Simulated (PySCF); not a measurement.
## TlO at PBE0

Computed with PBE0; basis Tl x2c-TZVPPall, O x2c-TZVPPall; spin-free X2C with a Gaussian nucleus; PySCF 2.14.

```
state                                           : doublet, unpaired electrons σ ↑, a mixture of terms (⟨Lz²⟩ = 0.5), a second solution, started from another occupation
bond length                                     : 2.021 Å
harmonic wavenumber                             : 499 cm⁻¹
force constant                                  : 2.17 mdyn/Å
rotational constant Be                          : 0.2781 cm⁻¹
anharmonicity ωexe                              : 2.50 cm⁻¹
vibration–rotation constant αe                  : 0.00222 cm⁻¹
energy of the minimum from ground-state Tl + O  : -3.05 eV
bond order (Mayer)                              : 1.16
dipole moment (positive dipole means Tl(−)O(+)) : -4.36 D
```

These are scalar-relativistic numbers at best; spin–orbit coupling would shift them, the dissociation energy most.
